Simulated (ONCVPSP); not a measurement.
Building the ONCV potential for aluminium (PBE, scalar-relativistic).

ONCVPSP 4.0.1 input, shortened (lines: element, Z, core and valence counts, functional; n l f; lmax; l rc ep ncon nbas qcut; lloc lpopt rc5 dvloc0; l nproj debl; icmod fcfact rcfact), PBE, scalar-relativistic:

```
  Al 13.00    1    4        4      upf
    1    0    2.00
    2    0    2.00
    2    1    6.00
    3    0    2.00
    3    1    1.00
    2
    0    0.95    0.00    3    7   13.10
    1    0.95    0.00    3    8   18.20
    2    0.90    0.37    4    8   11.50
    4    5    0.70    0.00
    0    2    1.20
    1    2    0.90
    2    2    2.90
    0    0.00    0.00
```

Poles of the logarithmic derivatives, all-electron (AE) and pseudo (PS). s: poles at -2.4 (AE) and -2.4 (PS) Ha. p: poles at -1.3 (AE) and -1.3 (PS) Ha. d: poles at no energy (AE) and no energy (PS) Ha. Test radii: s 0.96, p 0.96, d 0.91 bohr.

* Cutoffs needed: 103 Ha and 120 Ha (the cutoffs (Ha) at which the residual kinetic energy of the hardest occupied pseudo-wave falls to 1 and 0.1 mHa per electron)
* Ghost test: no bound ghost flagged; no localised positive-energy state flagged
* Configuration tests: 1 of 4 tests not solved or not reliable
